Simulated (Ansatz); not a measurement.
`[OH][GeH]` + CH₃SH → `C[S][GeH]` + H₂O  (ligand exchange at a Ge–O bond)

Gas-phase electronic energies from Ansatz, PBE0-D4/def2-TZVP geometries. CCSD(T)/CBS is the MP2 limit (def2-TZVPP, def2-QZVPP) plus CCSD(T) − MP2 in def2-TZVPP, frozen cores. This one scheme is used for every species. Functionals use def2-TZVPP. B3LYP here is the variant with VWN-RPA as its local correlation; programs differ in this. HSE06 is defined as in plane-wave codes. For Ge outer-core shells are correlated without core-valence functions, which leaves a few kJ/mol of doubt a bond. Scalar relativity is left out up to krypton.

```tsv
level	ΔE (kJ/mol)
HSE06-D4	-48.9
B3LYP	-32.8
MP2/def2-TZVPP	-40.7
MP2/def2-QZVPP	-44.7
```

(1) What does CCSD(T)/CBS give? (Best estimate.)

Largest T1 diagnostic among the species: 0.016.

Results:

(1) Computed: -44.1 kJ/mol. The listed levels differ from it by -4.8, 11.3, 3.4, -0.6 kJ/mol.

The D4 term adds −7.0 kJ/mol with B3LYP and −3.7 kJ/mol with PBE0; it sums over pairs of atoms, weighted by their polarisabilities, and B3LYP, whose exchange is more repulsive, gets the larger term. At CCSD(T), def2-SVP lies +16.3 kJ/mol from the extrapolated value and def2-TZVPP +7.7 kJ/mol. In def2-TZVPP, CCSD(T) changes the Hartree–Fock value by −13.1 kJ/mol (the triples alone add −3.6 kJ/mol) and MP2 by −17.5 kJ/mol.
